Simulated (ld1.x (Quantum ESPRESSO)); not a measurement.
**Logarithmic derivatives: B (Z = 5), TM**

ld1.x (Quantum ESPRESSO) 7.5 input, shortened:

```
&input
   title='B', zed=5., rel=0, dft='PZ', iswitch=3,
   config='[He] 2s2 2p1'
 /
 &inputp
   pseudotype=2, tm=.true., lloc=-1, rcloc=1.25,
   nlcc=.true., rcore=1.40
 /
2
2S  1  0   2.00   0.00  1.55  1.55  0.0
2P  2  1   1.00   0.00  2.10  2.10  0.0
 &test
   configts(1)='2s2 2p1'
 /
```

The phase is arctan(r·u′/u) with u = r·R(r), unwrapped; energies in Ry, scanned from -3 to 5 Ry. A pole is an energy at which the radial function vanishes at the test radius. The pseudo phase is shifted by a multiple of π to meet the all-electron one at the reference energy, and phase errors are pseudo minus all-electron; the curves can meet again beyond the range given. Levels narrower than the energy grid can be missing from the lists of poles.

```
channel  radius (bohr)  reference energy (Ry)  poles, all-electron  poles, pseudo  unbroken range about the reference energy with phases within 0.05 rad  phase error 1 Ry above the reference energy (rad)
      s           2.30                  -0.69                 0.35           0.34                                                              below 2.4                                             -0.002
      p           2.30                  -0.27                 0.66           0.67                                                              below 2.4                                             +0.004
```

Phases in the p channel:

| E (Ry) | all-electron | pseudo |
| --- | --- | --- |
| -3.00 | 1.298 | 1.298 |
| -2.76 | 1.284 | 1.284 |
| -2.52 | 1.266 | 1.267 |
| -2.28 | 1.246 | 1.246 |
| -2.04 | 1.220 | 1.221 |
| -1.80 | 1.187 | 1.188 |
| -1.56 | 1.143 | 1.144 |
| -1.32 | 1.081 | 1.081 |
| -1.08 | 0.984 | 0.985 |
| -0.84 | 0.814 | 0.815 |
| -0.60 | 0.464 | 0.465 |
| -0.36 | -0.241 | -0.241 |
| -0.12 | -0.933 | -0.933 |
| 0.12 | -1.275 | -1.274 |
| 0.36 | -1.446 | -1.444 |
| 0.60 | -1.550 | -1.547 |
| 0.84 | -1.623 | -1.619 |
| 1.08 | -1.682 | -1.676 |
| 1.32 | -1.735 | -1.727 |
| 1.56 | -1.788 | -1.776 |
| 1.80 | -1.846 | -1.829 |
| 2.04 | -1.915 | -1.889 |
| 2.28 | -2.005 | -1.963 |
| 2.52 | -2.131 | -2.061 |
| 2.76 | -2.328 | -2.203 |
| 3.00 | -2.652 | -2.421 |
| 3.24 | -3.143 | -2.768 |
| 3.48 | -3.650 | -3.243 |
| 3.72 | -3.997 | -3.693 |
| 3.96 | -4.205 | -3.999 |
| 4.20 | -4.335 | -4.191 |
| 4.44 | -4.422 | -4.314 |
| 4.68 | -4.484 | -4.399 |
| 4.92 | -4.531 | -4.460 |
